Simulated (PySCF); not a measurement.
Mapped SMILES: `[SiH3:1][CH:2]1[CH:3]=[CH:4][P:5]([SiH3:6])[CH:7]=[CH:8]1`. Each H is labelled by its parent atom.

Theoretical values (PySCF 2.14.0 with density-fitted response routines): PBE0/pcSseg-1 with gauge-including orbitals, GFN2-xTB geometry. Non-relativistic Hamiltonian, averaged over atoms made equivalent by symmetry, fast rotation or ring inversion, a single conformation, in vacuum.

Scale: ¹³C (σ = 186.93 ppm) and ¹H (σ = 31.72 ppm) and ²⁹Si (σ = 349.16 ppm) vs TMS; ³¹P (σ = 318.38 ppm) vs H3PO4 (reference shieldings calculated alike).

```tsv
atoms	nucleus	count	Hirshfeld charge	δ (ppm)
H(C3)/H(C8)	¹H	2	0.05	6.38
C3/C8	¹³C	2	-0.05	136.1
H(Si6)	¹H	3	-0.07	3.95
C4/C7	¹³C	2	-0.11	?
Si6	²⁹Si	1	0.25	-80.1
P5	³¹P	1	0.08	?
H(C4)/H(C7)	¹H	2	0.05	5.94
C2	¹³C	1	-0.11	32.4
H(C2)	¹H	1	0.05	3.04
Si1	²⁹Si	1	0.31	-89.1
H(Si1)	¹H	3	-0.08	?
```

Question: Estimate the values marked ?.

Answer: 
- C4/C7: 126.6 ppm, alkene CH; the olefinic region
- H(Si1): 3.78 ppm, hydrogen on a silicon bonded to C
- P5: -138.6 ppm, phosphorus bonded to 2 C, Si, in a 6-membered ring

Shifts are as computed. Against solution values, carbons near 30 ppm lie about +3 ppm off and those near 130 ppm about +5 ppm. Of 1211 compounds with measured shifts, 218 miss one by over three times the rms of a fit or turn the order of signals round; such compounds aren't used in these exercises. Experimental scales use liquid or dissolved standards, which lie at an offset from isolated H3PO4.
